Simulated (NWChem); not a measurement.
System: AlN2H4Br; SMILES [NH2][Al]([NH2])[Br]

Input file for NWChem:

```
start job
memory heap 200 mb stack 900 mb global 1100 mb
geometry units angstroms noautosym nocenter noautoz
  Al     0.000000     0.000000    -0.938160
  Br     0.000000     0.000000     1.325231
  N      0.000000     1.555839    -1.771001
  H      0.000000     1.694197    -2.774607
  H      0.000000     2.449974    -1.294522
  N      0.000000    -1.555839    -1.771001
  H      0.000000    -1.694197    -2.774607
  H      0.000000    -2.449974    -1.294522
end
basis spherical
  * library 6-31g*
end
dft
  xc b3lyp
  iterations 150
end
property
  shielding 5 1 2 3 4 5
end
task dft property
```

Excerpt of the output:

```
             Northwest Computational Chemistry Package (NWChem) 7.3.0
             --------------------------------------------------------

                             Geometry "geometry" -> ""
                             -------------------------

 Output coordinates in angstroms (scale by  1.889725989 to convert to a.u.)

  No.       Tag          Charge          X              Y              Z
 ---- ---------------- ---------- -------------- -------------- --------------
    1 Al                  13.0000     0.00000000     0.00000000    -0.93816000
    2 Br                  35.0000     0.00000000     0.00000000     1.32523100
    3 N                    7.0000     0.00000000     1.55583900    -1.77100100
    4 H                    1.0000     0.00000000     1.69419700    -2.77460700
    5 H                    1.0000     0.00000000     2.44997400    -1.29452200
    6 N                    7.0000     0.00000000    -1.55583900    -1.77100100
    7 H                    1.0000     0.00000000    -1.69419700    -2.77460700
    8 H                    1.0000     0.00000000    -2.44997400    -1.29452200

 Effective nuclear repulsion energy (a.u.)     293.6386862895

                              NWChem Property Module
                              ----------------------

  itol2e modified to match energy
  convergence criterion.

                                 NWChem DFT Module
                                 -----------------

 Summary of "ao basis" -> "ao basis" (spherical)
 ------------------------------------------------------------------------------
       Tag                 Description            Shells   Functions and Types
 ---------------- ------------------------------  ------  ---------------------
 Al                          6-31g*                  8       18   4s3p1d
 Br                          6-31g*                 12       32   5s4p3d
 N                           6-31g*                  6       14   3s2p1d
 H                           6-31g*                  2        2   2s

  itol2e modified to match energy
  convergence criterion.

            General Information
            -------------------
          SCF calculation type: DFT
          Wavefunction type:  closed shell.
          No. of atoms     :     8
          No. of electrons :    66
           Alpha electrons :    33
            Beta electrons :    33
          Charge           :     0
          Spin multiplicity:     1
          Use of symmetry is: off; symmetry adaption is: off
          Maximum number of iterations: 150
          AO basis - number of functions:    86
                     number of shells:    40
          Convergence on energy requested:  1.00D-07
          Convergence on density requested:  1.00D-05
          Convergence on gradient requested:  5.00D-04

              XC Information
              --------------
                         B3LYP Method XC Potential
                     Hartree-Fock (Exact) Exchange  0.200
                        Slater Exchange Functional  0.800 local
                    Becke 1988 Exchange Functional  0.720 non-local
              Lee-Yang-Parr Correlation Functional  0.810
                  VWN I RPA Correlation Functional  0.190 local

             Grid Information
             ----------------
          Grid used for XC integration:  fine
          Radial quadrature: Mura-Knowles
          Angular quadrature: Lebedev.
          Tag              B.-S. Rad. Rad. Pts. Rad. Cut. Ang. Pts.
          ---              ---------- --------- --------- ---------
          Al                  1.25      123           9.0       770
          Br                  1.15      140          11.0       974
          N                   0.65       70          11.0       590
          H                   0.35       60          12.0       590
          Grid pruning is: on
          Number of quadrature shells:   643
          Spatial weights used:  Erf1

      Superposition of Atomic Density Guess
      -------------------------------------

 Sum of atomic energies:       -2924.52633588

      Non-variational initial energy
      ------------------------------

 Total energy =   -2925.856311
 1-e energy   =   -4651.700597
 2-e energy   =    1432.205600
 HOMO         =      -0.349535
 LUMO         =      -0.019164

   convergence    iter        energy       DeltaE   RMS-Dens  Diis-err
 ---------------- ----- ----------------- --------- --------- ---------
 d= 0,ls=0.0,diis     1  -2928.2814027844 -3.22D+03  1.11D-02  6.60D-01
 d= 0,ls=0.0,diis     2  -2928.2633605445  1.80D-02  6.09D-03  8.11D-01
 d= 0,ls=0.0,diis     3  -2928.3489145054 -8.56D-02  1.46D-03  3.66D-02
 d= 0,ls=0.0,diis     4  -2928.3528309749 -3.92D-03  5.20D-04  3.17D-03
 d= 0,ls=0.0,diis     5  -2928.3531154648 -2.84D-04  8.18D-05  4.31D-05
  Resetting Diis
 d= 0,ls=0.0,diis     6  -2928.3531209428 -5.48D-06  1.24D-05  8.43D-07
 d= 0,ls=0.0,diis     7  -2928.3531210743 -1.32D-07  3.51D-06  2.92D-08
 d= 0,ls=0.0,diis     8  -2928.3531210738  5.81D-10  1.65D-06  3.58D-08

[...]

          -----------------------------------------
          Chemical Shielding Tensors (GIAO, in ppm)
          -----------------------------------------

                                NWChem CPHF Module
                                ------------------

  scftype          =     RHF
  nclosed          =       33
  nopen            =        0
  variables        =     1749
  # of vectors     =        3
  tolerance        = 0.10D-03
  level shift      = 0.00D+00
  max iterations   =       50
  max subspace     =       30

 SCF residual:    4.7798795174037468E-005

Iterative solution of linear equations
  No. of variables     1749
  No. of equations        3
  Maximum subspace       30
        Iterations       50
       Convergence  1.0D-04

   iter   nsub   residual    time
   ----  ------  --------  ---------
     1      3    4.40D-01      73.1
     2      6    1.30D-02      82.8
     3      9    7.62D-04      92.3
     4     12    2.35D-05     102.3

      Atom:    1  Al
        Diamagnetic
    795.6158     -0.0000      0.0000
     -0.0000    797.7768      0.0000
      0.0000      0.0000    804.9841

        Paramagnetic
   -373.1622      0.0000      0.0000
      0.0000   -297.1676      0.0000
      0.0000      0.0000   -353.2805

        Total Shielding Tensor
    422.4536      0.0000      0.0000
      0.0000    500.6092      0.0000
      0.0000      0.0000    451.7036

           isotropic =     458.2555
          anisotropy =      63.5306

          Principal Components and Axis System
                 1           2           3
              500.6092    451.7036    422.4536

      1         0.0000      0.0000      1.0000
      2         1.0000     -0.0000     -0.0000
      3         0.0000      1.0000     -0.0000

      Atom:    2  Br
        Diamagnetic
   3119.1441      0.0000      0.0000
      0.0000   3119.4726      0.0000
      0.0000      0.0000   3129.7379

        Paramagnetic
   -310.0333     -0.0000      0.0000
     -0.0000   -258.1599      0.0000
      0.0000      0.0000    -83.2549

        Total Shielding Tensor
   2809.1108     -0.0000      0.0000
     -0.0000   2861.3127      0.0000
      0.0000      0.0000   3046.4829

           isotropic =    2905.6355
          anisotropy =     211.2712

          Principal Components and Axis System
                 1           2           3
             3046.4829   2861.3127   2809.1108

      1         0.0000     -0.0000      1.0000
      2         0.0000      1.0000      0.0000
      3         1.0000     -0.0000     -0.0000

      Atom:    3  N
        Diamagnetic
    298.4990     -0.0000      0.0000
     -0.0000    331.2713     -8.5046
      0.0000     -8.5046    323.1327

        Paramagnetic
    -71.5331      0.0000     -0.0000
      0.0000    -78.4224    -10.0505
     -0.0000    -10.0505    -69.6989

        Total Shielding Tensor
    226.9659      0.0000      0.0000
      0.0000    252.8488    -18.5550
      0.0000    -18.5550    253.4338

           isotropic =     244.4162
          anisotropy =      40.9237

          Principal Components and Axis System
                 1           2           3
              271.6987    234.5840    226.9659

      1        -0.0000      0.0000      1.0000
      2        -0.7015      0.7127     -0.0000
      3         0.7127      0.7015     -0.0000

      Atom:    4  H
        Diamagnetic
     19.3645     -0.0000     -0.0000
     -0.0000     25.3897     -6.4645
     -0.0000     -6.4645     43.8354

        Paramagnetic
      5.6646     -0.0000     -0.0000
     -0.0000      4.1048      3.0604
     -0.0000      3.0604     -1.3385

        Total Shielding Tensor
     25.0291     -0.0000     -0.0000
     -0.0000     29.4945     -3.4041
     -0.0000     -3.4041     42.4969

           isotropic =      32.3402
          anisotropy =      16.4910

          Principal Components and Axis System
                 1           2           3
               43.3342     28.6572     25.0291

      1        -0.0000     -0.0000      1.0000
      2        -0.2388      0.9711      0.0000
      3         0.9711      0.2388      0.0000

      Atom:    5  H
        Diamagnetic
     18.6537     -0.0000      0.0000
     -0.0000     42.8132      5.0074
      0.0000      5.0074     26.4839

        Paramagnetic
      6.2183      0.0000      0.0000
      0.0000     -2.4811     -1.1695
      0.0000     -1.1695      5.0997

        Total Shielding Tensor
     24.8720      0.0000      0.0000
      0.0000     40.3320      3.8379
      0.0000      3.8379     31.5836

           isotropic =      32.2625
          anisotropy =      14.2718

          Principal Components and Axis System
                 1           2           3
               41.7770     30.1386     24.8720

      1         0.0000      0.0000      1.0000
      2         0.9359     -0.3524     -0.0000
      3         0.3524      0.9359     -0.0000
```

Level: B3LYP/6-31G* (spherical d), GIAO. Geometry: optimised at PBE0/def2-SVP. The printed shielding anisotropy is the first printed principal value minus the mean of the other two.
